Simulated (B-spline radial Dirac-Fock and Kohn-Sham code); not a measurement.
## Photoemission from Tc⁵⁺ at 1000 eV, detector at θ = 60°, φ = 180°

System: technetium as Tc⁵⁺, configuration [Kr] 4d2. Method: Dirac-Hartree-Slater photoionisation with a Latter tail; cross sections with all multipoles, angular parameters from the dipole term and its interference with E2. Computed with a radial B-spline solver. Thresholds are orbital energies of the model. For linearly polarised light dσ/dΩ = σ/(4π) [1 + β P₂(cos θ) + (δ + γ cos²θ) sin θ cos φ], with θ from the polarisation vector and φ the angle between the beam and the projection of the electron momentum on the plane normal to the polarisation. The dipole factor is 1 + βP₂ and the non-dipole term is the rest of the bracket. Open shells are filled statistically over j.

The run's input, task.json:

```json
{"items": [{
  "Z": 43,
  "q": 5,
  "cfg": [[1, 0, 2], [2, 0, 2], [2, 1, 6], [3, 0, 2], [3, 1, 6], [3, 2, 10], [4, 0, 2], [4, 1, 6], [4, 2, 2]],
  "A": 97,
  "rrms": 4.4112,
  "do": "xps",
  "hv": [60, 71.1, 92.7, 127.0, 136.0, 192.0, 204.0, 219.0, 248.0, 318.0, 355.0, 730.0, 800, 819.0, 872.0, 1000, 1130.0, 1253.6, 1370.0, 1590.0, 1830.0, 2090.0, 4000, 5414.7, 9251.7, 11000.0, 11900.0, 12000, 12100.0]
}]}
```

Command: `python xray2_run.py task.json out`

```
subshell  threshold (eV)  σ (kb)     β      γ      δ  dipole factor  non-dipole term  dσ/dΩ (kb/sr)
      3s           607.0    61.9  1.99   0.31  0.000          0.751           -0.068           3.36
   3p1/2           518.8    86.1  1.53   0.03  0.004          0.808           -0.010           5.47
   3p3/2           498.3     175  1.55   0.01  0.004          0.806           -0.005           11.2
   3d3/2           340.5     193  1.21   0.16  0.045          0.848           -0.073           11.9
   3d5/2           336.5     282  1.21   0.16  0.045          0.849           -0.074           17.4
      4s           144.9    13.9  1.99   0.08  0.000          0.751           -0.016          0.811
   4p1/2           117.6    15.5  1.68  -0.02  0.000          0.790           +0.005          0.980
   4p3/2           114.2    31.0  1.69  -0.02  0.001          0.788           +0.004           1.95
   4d3/2           71.52    3.98  1.31   0.22  0.039          0.836           -0.081          0.239
   4d5/2           71.04    5.82  1.30   0.22  0.039          0.838           -0.082          0.350
```
